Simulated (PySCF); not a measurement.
Vertical excitation energies

Compound: C4H3F4NO.
Structure used (PBE0-D3(BJ)/def2-SVP), in Å, numbered top down from 1:
```
atom  x, y, z in Å
C1     2.630    0.252   -0.416
N2     1.394    0.383   -0.151
C3     0.772   -0.585    0.610
C4    -0.533   -0.485    0.899
F5    -1.167   -1.401    1.604
O6    -1.306    0.565    0.568
C7    -2.157    0.456   -0.495
F8    -2.562    1.668   -0.798
F9    -3.213   -0.289   -0.195
F10   -1.560   -0.089   -1.542
H11    3.242   -0.601   -0.066
H12    3.131    1.017   -1.023
H13    1.315   -1.458    0.998
```

Computed, not measured: TDDFT B3LYP/def2-SVPD, vertical, gas phase, core orbitals frozen in the response in PySCF 2.14.0, density-fitted response routines.

| state | E (eV) | ν̃ (cm⁻¹) | f | \|μ\| (D) | main configurations (H = HOMO, L = LUMO) |
| --- | --- | --- | --- | --- | --- |
| S1 | 4.49 | 36180 | 0.0008 | 0.22 | H-1→L (99%) |
| S2 | 5.52 | 44550 | 0.502 | 4.90 | H→L (93%) |
| S3 | 6.79 | 54790 | 0.0011 | 0.21 | H→L+1 (90%) |
| S4 | 6.96 | 56110 | 0.0007 | 0.16 | H-1→L+2 (82%), H-1→L+1 (15%) |
| S5 | 7.16 | 57780 | 0.127 | 2.16 | H→L+2 (60%), H→L+3 (19%) |
| S6 | 7.24 | 58400 | 0.051 | 1.36 | H→L+3 (74%), H→L+2 (14%) |

The lowest singlet lies at 4.49 eV (276 nm, ultraviolet) and is very weak; its leading configuration is HOMO-1→LUMO (99%). The most intense listed level is S2 at 5.52 eV (224 nm, f = 0.502), 1.04 eV above S1. Löwdin shares by element: HOMO carbon 65% or more, nitrogen 12% (atoms not listed hold the other 23%); LUMO carbon 57% or more, nitrogen 21% (atoms not listed hold the other 21%). Orbital energies (eV): HOMO-3 -10.89, HOMO-2 -10.56, HOMO-1 -7.85, HOMO -7.32, LUMO -1.88, LUMO+1 0.38, LUMO+2 0.46. The oscillator strengths of these states sum to 0.683; summed over the whole spectrum of an exact calculation they would give the number of electrons, 78 (Thomas–Reiche–Kuhn). Of the 6 states listed, 3 reach f = 0.01 and none stays under 0.0005. The window holds the lowest 6 singlets.

One conformer stands for the species.
